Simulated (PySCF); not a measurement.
## From computed data to an observable: oscillator strength and radiative lifetime

C₂H₅NO₂Si, SMILES O[Si@@H]1C=NCO1.

Geometry: ωB97X-D3(BJ)/def2-SVP. The structure was generated by enumeration; whether it is a known compound was not checked. Other conformers were not sampled.

TDA-M06-2X/def2-SVPD (PySCF) puts the first singlet state with f over 0.02 at 6.96 eV (vertical), with the transition dipole (-0.272, -0.516, -0.643) in atomic units.

### Question
Find the oscillator strength, the wavelength and the radiative lifetime that this transition would have in vacuum if emission retraced absorption.

### Answer

|μ|² = 0.7537 au, so |μ| = 2.21 D. ΔE = 6.96/27.211 = 0.2558 hartree. f = (2/3) ΔE |μ|² = 0.129 (the program prints 0.129).
λ = 1239.84/6.96 = 178 nm; ν = 56136 cm⁻¹.
Einstein's coefficient A = 0.6670 ν² f s⁻¹ (ν in cm⁻¹) = 2.7e8 s⁻¹, so τ = 1/A = 3.7 ns. This state is S2; the lower singlet has f = 0.000. The figure is the radiative limit of this one transition; relaxation, internal conversion, crossing to triplets and a medium change what is measured.
